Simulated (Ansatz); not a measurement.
Start from `OCO[SiH3]` and change one atom or group to get `C=CCO[SiH3]`.

Ansatz, PBE0-D4/def2-TZVP geometries, multiplicity 1. Each molecule was computed in one conformer, which needn't be the lowest.

```
                                        property  `OCO[SiH3]`
size of the dipole moment (B3LYP/def2-TZVPP) / D         1.42
           LUMO energy (ωB97M-V/def2-TZVPP) / eV         1.87
             LUMO energy (B3LYP/def2-TZVPP) / eV         0.00
              HOMO energy (PBE0/def2-TZVPP) / eV        -8.18
           HOMO energy (ωB97M-V/def2-TZVPP) / eV       -10.59
         HOMO–LUMO gap (ωB97M-V/def2-TZVPP) / eV        12.46
```

**Question.** Give the same properties after the change, and the shifts. (Estimate.)

**Answer.** Ansatz gave: 
```tsv
property	`C=CCO[SiH3]`	shift
size of the dipole moment (B3LYP/def2-TZVPP) / D	1.01	-0.41
LUMO energy (ωB97M-V/def2-TZVPP) / eV	1.75	-0.12
LUMO energy (B3LYP/def2-TZVPP) / eV	-0.39	-0.39
HOMO energy (PBE0/def2-TZVPP) / eV	-7.75	0.43
HOMO energy (ωB97M-V/def2-TZVPP) / eV	-10.04	0.55
HOMO–LUMO gap (ωB97M-V/def2-TZVPP) / eV	11.79	-0.67
```

With PBE0 the HOMO rises by 0.43 eV and the LUMO falls by 0.40 eV, so the gap narrows by about 0.83 eV. PBE moves the HOMO by 0.11 eV and ωB97M-V by 0.55 eV. Dipoles are sizes alone; their direction can turn.

B3LYP here is the variant with VWN-RPA as its local correlation; programs differ in this.
